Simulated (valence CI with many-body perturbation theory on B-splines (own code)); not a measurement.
# E1 line list for Ni15+

Level of theory: relativistic CI+MBPT: three valence electrons over a frozen Dirac-Fock core [Ne], radial functions for each j: 11 s, 11 p, 9 d, 7 f, 5 g, 2 h, 1 i, with the one-electron correlation potential Σ1 (screened to all orders), the two-electron term Σ2, the three-electron term Σ3, Breit, model QED; selected single and double excitations, second order for the rest (own B-spline code, finite nucleus).

No measured levels were compared; by estimate levels of excited configurations hold to 0.05 to 0.15 % of their energy, terms of the ground configuration to about 0.5 %.

Lines 1 to 50 of 266 in falling wavelength, among levels below 158.77 eV, chosen from the strongest by gf and those to the six lowest levels. Wavelengths and rates use the calculated energies, so an error of 300 cm⁻¹ moves a line at 472.3 Å by 0.14 % and its rate by three times that or more. Electric multipoles are in the length gauge, E1 and E2 with the static RPA response of the core. Weak lines are less certain than strong ones. Lines between different terms over intervals too small for the method are left out, as are lines whose strength nearly cancels. Where a level lies close to another of its J and parity, the split of strength between their lines is uncertain. The highest levels of a list are the least certain.

Names give the largest LS component (configuration and term), which can be under half, so a name can repeat, a term be missing and a line seem to break the LS rules; names also repeat where a configuration has a term twice. Letters in brackets count levels of one name in rising energy.

| λ vac (Å) | Upper | Lower | A (s⁻¹) | S (a.u.) with core polarisation | S without |
| --- | --- | --- | --- | --- | --- |
| 472.3 | 3p³ ²D°_5/2 | 3s3p² ²P_3/2 | 8.30e+08 | 2.59e-01 | 2.69e-01 |
| 440.5 | 3p²3d ²G_7/2 | 3s3p3d ²F°_5/2 [b] | 1.20e+09 | 4.04e-01 | 4.20e-01 |
| 431.8 | 3s3p² ⁴P_1/2 | 3s²3p ²P°_3/2 | 1.73e+07 | 1.38e-03 | 1.43e-03 |
| 419.7 | 3p²3d ²G_9/2 | 3s3p3d ²F°_7/2 [b] | 1.46e+09 | 5.33e-01 | 5.53e-01 |
| 419.3 | 3p²3d ²F_7/2 [a] | 3s3p3d ²F°_7/2 [a] | 8.94e+08 | 2.60e-01 | 2.70e-01 |
| 410.6 | 3s3p² ⁴P_3/2 | 3s²3p ²P°_3/2 | 1.24e+07 | 1.69e-03 | 1.75e-03 |
| 398.9 | 3p²3d ²F_5/2 [a] | 3s3p3d ²F°_5/2 [a] | 1.66e+09 | 3.13e-01 | 3.24e-01 |
| 388.9 | 3s3p² ⁴P_5/2 | 3s²3p ²P°_3/2 | 6.03e+07 | 1.05e-02 | 1.09e-02 |
| 385.5 | 3s3p² ⁴P_1/2 | 3s²3p ²P°_1/2 | 5.87e+07 | 3.32e-03 | 3.44e-03 |
| 374.3 | 3p²3d ²D_3/2 [b] | 3s3p3d ²P°_3/2 [b] | 1.10e+09 | 1.14e-01 | 1.18e-01 |
| 370.8 | 3p²3d ²P_1/2 [b] | 3s3p3d ²D°_3/2 [b] | 2.86e+09 | 1.44e-01 | 1.49e-01 |
| 368.6 | 3s3p² ⁴P_3/2 | 3s²3p ²P°_1/2 | 1.25e+06 | 1.24e-04 | 1.28e-04 |
| 359.3 | 3p²3d ²F_5/2 [a] | 3s3p3d ²D°_3/2 [a] | 1.76e+09 | 2.42e-01 | 2.51e-01 |
| 353.7 | 3p²3d ²P_3/2 [b] | 3s3p3d ²D°_5/2 [b] | 1.35e+09 | 1.18e-01 | 1.22e-01 |
| 348.9 | 3p²3d ²F_7/2 [a] | 3s3p3d ²D°_5/2 [a] | 1.37e+09 | 2.30e-01 | 2.39e-01 |
| 347.0 | 3p³ ²P°_3/2 | 3s3p² ²P_3/2 | 3.40e+09 | 2.81e-01 | 2.91e-01 |
| 346.2 | 3p²3d ²P_3/2 [b] | 3s3p3d ²P°_1/2 [b] | 1.29e+09 | 1.06e-01 | 1.09e-01 |
| 343.4 | 3p³ ²P°_1/2 | 3s3p² ²P_1/2 | 4.21e+09 | 1.68e-01 | 1.75e-01 |
| 339.9 | 3p²3d ²F_5/2 [b] | 3s3p3d ²D°_3/2 [b] | 2.93e+09 | 3.41e-01 | 3.53e-01 |
| 338.7 | 3p²3d ²D_5/2 | 3s3p3d ²P°_3/2 [b] | 1.98e+09 | 2.28e-01 | 2.37e-01 |
| 333.3 | 3p²3d ²F_7/2 [b] | 3s3p3d ²D°_5/2 [b] | 3.03e+09 | 4.44e-01 | 4.59e-01 |
| 332.4 | 3p²3d ²G_9/2 | 3s3p3d ²F°_7/2 [a] | 4.87e+09 | 8.83e-01 | 9.13e-01 |
| 331.1 | 3p²3d ²F_7/2 [a] | 3s3p3d ⁴D°_5/2 | 7.09e+08 | 1.02e-01 | 1.05e-01 |
| 331.0 | 3p²3d ²P_3/2 [a] | 3s3p3d ²D°_5/2 [a] | 1.95e+09 | 1.39e-01 | 1.45e-01 |
| 322.4 | 3s3p3d ²F°_5/2 [a] | 3s²3d ²D_3/2 | 1.46e+09 | 1.45e-01 | 1.50e-01 |
| 322.0 | 3p²3d ⁴F_3/2 | 3s3p3d ⁴D°_1/2 | 3.17e+09 | 2.09e-01 | 2.17e-01 |
| 320.2 | 3p²3d ⁴F_7/2 | 3s3p3d ⁴D°_5/2 | 1.18e+09 | 1.53e-01 | 1.58e-01 |
| 317.2 | 3p²3d ²G_7/2 | 3s3p3d ²F°_5/2 [a] | 5.58e+09 | 7.02e-01 | 7.27e-01 |
| 316.8 | 3p³ ²D°_3/2 | 3s3p² ²D_3/2 | 2.27e+09 | 1.43e-01 | 1.48e-01 |
| 316.4 | 3p²3d ²F_5/2 [b] | 3s3p3d ²F°_5/2 [b] | 1.93e+09 | 1.81e-01 | 1.88e-01 |
| 314.8 | 3p²3d ⁴D_3/2 | 3s3p3d ²D°_5/2 [a] | 1.77e+09 | 1.09e-01 | 1.13e-01 |
| 313.7 | 3p³ ²D°_5/2 | 3s3p² ²D_5/2 | 3.60e+09 | 3.29e-01 | 3.41e-01 |
| 313.2 | 3s3p² ²D_3/2 | 3s²3p ²P°_3/2 | 4.27e+07 | 2.59e-03 | 2.69e-03 |
| 313.0 | 3p²3d ⁴F_5/2 | 3s3p3d ⁴D°_3/2 | 3.29e+09 | 2.99e-01 | 3.09e-01 |
| 312.4 | 3p²3d ²F_5/2 [b] | 3s3p3d ²F°_7/2 [b] | 1.86e+09 | 1.68e-01 | 1.74e-01 |
| 310.1 | 3p²3d ⁴F_5/2 | 3s3p3d ⁴P°_5/2 | 1.04e+09 | 9.14e-02 | 9.47e-02 |
| 310.0 | 3p²3d ⁴D_1/2 | 3s3p3d ⁴P°_1/2 | 4.44e+09 | 1.30e-01 | 1.35e-01 |
| 309.8 | 3p²3d ⁴F_9/2 | 3s3p3d ⁴D°_7/2 | 4.10e+09 | 6.01e-01 | 6.23e-01 |
| 309.7 | 3p³ ²D°_5/2 | 3s3p² ²D_3/2 | 4.20e+08 | 3.70e-02 | 3.84e-02 |
| 309.2 | 3s3p² ²D_5/2 | 3s²3p ²P°_3/2 | 2.38e+09 | 2.08e-01 | 2.16e-01 |
| 304.3 | 3s3p3d ²F°_7/2 [a] | 3s²3d ²D_5/2 | 2.48e+09 | 2.76e-01 | 2.86e-01 |
| 304.3 | 3p³ ²P°_3/2 | 3s3p² ²S_1/2 | 2.08e+09 | 1.15e-01 | 1.20e-01 |
| 303.0 | 3p²3d ⁴D_7/2 | 3s3p3d ²D°_5/2 [a] | 1.97e+09 | 2.17e-01 | 2.24e-01 |
| 302.9 | 3p²3d ²F_7/2 [b] | 3s3p3d ²F°_7/2 [b] | 3.90e+09 | 4.28e-01 | 4.44e-01 |
| 301.6 | 3p³ ⁴S°_3/2 | 3s3p² ²D_3/2 | 2.73e+08 | 1.48e-02 | 1.53e-02 |
| 301.4 | 3p²3d ²P_1/2 [a] | 3s3p3d ²D°_3/2 [a] | 3.99e+09 | 1.08e-01 | 1.12e-01 |
| 301.0 | 3p²3d ⁴F_7/2 | 3s3p3d ⁴P°_5/2 | 3.52e+09 | 3.79e-01 | 3.93e-01 |
| 300.7 | 3p²3d ⁴D_3/2 | 3s3p3d ⁴P°_3/2 | 3.20e+09 | 1.72e-01 | 1.78e-01 |
| 300.1 | 3p²3d ⁴D_5/2 | 3s3p3d ⁴P°_3/2 | 2.20e+09 | 1.76e-01 | 1.82e-01 |
| 299.6 | 3p²3d ⁴D_5/2 | 3s3p3d ⁴D°_5/2 | 3.04e+09 | 2.42e-01 | 2.51e-01 |
